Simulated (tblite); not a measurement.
C6H13NO2.
SMILES with atom numbers: `[CH3:1][O:2][C@@H:3]([CH3:4])[C:5](=[O:6])[N:7]([CH3:8])[CH3:9]` (hydrogens: H10, H11, H12 on C1; H13 on C3; H14, H15, H16 on C4; H17, H18, H19 on C8; H20, H21, H22 on C9)

The geometry is computed with GFN2-xTB (gas phase).

**Question.** Give the optimised bond lengths and angles.

**Answer.** 
```json
{"bond": "C1–O2", "length (Å)": "1.406"}
{"bond": "O2–C3", "length (Å)": "1.416"}
{"bond": "C3–C4", "length (Å)": "1.528"}
{"bond": "C3–C5", "length (Å)": "1.538"}
{"bond": "C5=O6", "length (Å)": "1.220"}
{"bond": "C5–N7", "length (Å)": "1.348"}
{"bond": "N7–C8", "length (Å)": "1.442"}
{"bond": "N7–C9", "length (Å)": "1.447"}
{"bond": "C1–H10, C1–H11, C1–H12", "length (Å)": "1.093"}
{"bond": "C3–H13", "length (Å)": "1.103"}
{"bond": "C4–H14, C4–H15, C4–H16", "length (Å)": "1.086"}
{"bond": "C8–H17, C8–H19", "length (Å)": "1.089"}
{"bond": "C8–H18", "length (Å)": "1.095"}
{"bond": "C9–H20, C9–H21, C9–H22", "length (Å)": "1.091"}
```

Bonds in one row agree within 0.01 Å and their mean is given. A selection of angles:
```json
{"angle": "O2–C1–H10", "degrees": "111.0"}
{"angle": "O2–C1–H11", "degrees": "106.5"}
{"angle": "H10–C1–H11", "degrees": "109.6"}
{"angle": "C1–O2–C3", "degrees": "113.3"}
{"angle": "O2–C3–C4", "degrees": "109.1"}
{"angle": "O2–C3–C5", "degrees": "115.4"}
{"angle": "O2–C3–H13", "degrees": "108.9"}
{"angle": "C4–C3–C5", "degrees": "109.7"}
{"angle": "C4–C3–H13", "degrees": "108.8"}
{"angle": "C5–C3–H13", "degrees": "104.8"}
{"angle": "C3–C4–H14", "degrees": "111.0"}
{"angle": "C3–C4–H15", "degrees": "109.4"}
{"angle": "H14–C4–H15", "degrees": "108.7"}
{"angle": "C3–C5–O6", "degrees": "118.7"}
{"angle": "C3–C5–N7", "degrees": "119.4"}
{"angle": "O6–C5–N7", "degrees": "121.9"}
{"angle": "C5–N7–C8", "degrees": "127.1"}
{"angle": "C5–N7–C9", "degrees": "118.7"}
{"angle": "C8–N7–C9", "degrees": "114.2"}
{"angle": "N7–C8–H17", "degrees": "111.1"}
{"angle": "N7–C8–H18", "degrees": "110.1"}
{"angle": "H17–C8–H18", "degrees": "109.7"}
{"angle": "H18–C8–H19", "degrees": "108.1"}
{"angle": "N7–C9–H20", "degrees": "110.3"}
{"angle": "N7–C9–H21", "degrees": "108.3"}
{"angle": "H20–C9–H21", "degrees": "109.5"}
```

Dihedral angles: C1–O2–C3–C4 171° (antiperiplanar); O2–C3–C5–O6 134° (anticlinal); C3–C5–N7–C8 2° (synperiplanar).

The C–N distances run from 1.348 Å (C5–N7, drawn single) to 1.447 Å (N7–C9, drawn single), a spread of 0.099 Å. Of the pairs four or more bonds apart, O2···H17 is among the closest relative to their van der Waals radii: 2.10 Å, 77 % of the sum of Bondi's values. The 3 C–O bonds span 1.220 Å (C5=O6, drawn double) to 1.416 Å (O2–C3, drawn single), a spread of 0.196 Å. N7 (amide nitrogen) is planar (angles 127.1°, 118.7° and 114.2°, sum 360.0°, 0.02 Å off the plane of its three neighbours).

Point group: C1 (no symmetry element, even within 0.4 Å). Its GFN2-xTB frequencies are all real (lowest 71 cm⁻¹). One conformer, not necessarily the lowest.
